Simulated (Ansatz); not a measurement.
Consider the ligand exchange at the Si–O bond: `CO[Si](N)(O)O` + H–F → `N[Si](O)(O)F` + CH₃OH.

Program: Ansatz. Geometries: PBE0-D4/def2-TZVP. ΔE: electronic, gas phase. CCSD(T)/CBS is the MP2 limit (def2-TZVPP, def2-QZVPP) plus CCSD(T) − MP2 in def2-TZVPP, frozen cores. This one scheme is used for every species. Each species was taken in one conformer, which may not be the lowest.

```
        species  MP2/def2-TZVPP energy (Eh)
`CO[Si](N)(O)O`                  -611.49327
            H–F                  -100.33585
 `N[Si](O)(O)F`                  -596.32242
          CH₃OH                  -115.52185
```

Work out ΔE.

ΔE = (-596.32242) + (-115.52185) − (-611.49327) − (-100.33585) = -0.01515 Eh = -39.8 kJ/mol. CCSD(T)/CBS gives -42.0 kJ/mol.

Largest T1 diagnostic among the species: 0.011.

The D4 term adds +9.8 kJ/mol with B3LYP and +5.7 kJ/mol with PBE0; it sums over pairs of atoms, weighted by their polarisabilities, and B3LYP, whose exchange is more repulsive, gets the larger term. In def2-TZVPP, CCSD(T) changes the Hartree–Fock value by +14.3 kJ/mol (the triples alone add +2.3 kJ/mol) and MP2 by +16.6 kJ/mol.

B3LYP here is the variant with VWN-RPA as its local correlation; programs differ in this.
